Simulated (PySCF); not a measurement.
C3H10BNO2.
Structure used (PBE0-D3(BJ)/def2-SVP), in Å, numbered top down from 1:
```xyz
17
C3H10BNO2 angstrom
B     -2.8065    0.2423   -0.1390
N     -1.2749   -0.2915    0.0601
C     -0.3731    0.7474    0.5297
O      0.9080    0.2540    0.8663
C      1.6750   -0.1675   -0.1610
C      3.0374   -0.5767    0.2981
O      1.2623   -0.2195   -1.2902
H     -2.7366    1.1608   -0.9461
H     -3.4327   -0.7206   -0.5588
H     -3.1696    0.6054    0.9749
H     -0.9159   -0.6526   -0.8282
H     -1.2905   -1.0674    0.7247
H     -0.7882    1.1839    1.4446
H     -0.3070    1.5106   -0.2573
H      3.6850   -0.7315   -0.5718
H      2.9591   -1.5166    0.8657
H      3.4608    0.1791    0.9731
```

Linear response at PBE0/def2-SVPD (PySCF, frozen core in the response, non-relativistic).

Static isotropic polarisability: 72.38 au (10.73 Å³), principal values 61.4, 68.5, 87.3 au.

(1) What is the polarisability at 1064 nm and at the sodium D line?

(2) What is the isotropic C6 coefficient between two such molecules, C6 = (3/π)∫α(iω)² dω?

(3) Which effective excitation energy ω̄ makes London's formula C6 = (3/4)α²ω̄ exact here?

(4) The lowest 10 singlets have (eV, f): 5.87, 0.001; 6.22, 0.001; 6.25, 0.003; 6.93, 0.014; 6.96, 0.012; 7.65, 0.007; 7.67, 0.013; 7.86, 0.015; 7.96, 0.079; 7.98, 0.037. What share of the static polarisability do they carry in the sum over states α = Σ f/ω²?

(5) What molar refraction at the D line follows from R = (4π/3)·N_A·α′, with α′ the polarisability volume?

(6) How anisotropic is the static polarisability, by Δα² = ½[(α1 − α2)² + (α2 − α3)² + (α3 − α1)²]?

Answers

(1) 72.91 au at 1064 nm (+0.7 %), 74.16 au at 589.3 nm (+2.5 %). The rise at 589.3 nm is 3.35 times that at 1064 nm; a pure ω² law gives 3.26. The lowest singlet lies at 211 nm, shorter than both wavelengths.

(2) 2296 au (Eh·bohr⁶) by a ten-point quadrature over imaginary frequencies, which is 1370 eV·Å⁶ or 132 J·nm⁶/mol.

(3) ω̄ = 4·C6/(3α²) = 0.584 Eh = 15.9 eV. A one-pole form α(ω) = α/(1 − ω²/ω̄²) fitted to the 1064 nm value gives 13.6 eV.

(4) 2.29 au, 3.2 % of α; the largest term, 0.93 au, is that of the state at 7.96 eV. Their oscillator strengths add up to 0.18. Higher states carry the rest.

(5) α′ = 10.99 Å³ gives R = 27.72 cm³/mol, for isolated, non-vibrating species.

(6) Δα = 23.2 au, or 0.32 of the isotropic value.

One conformer stands for the species.
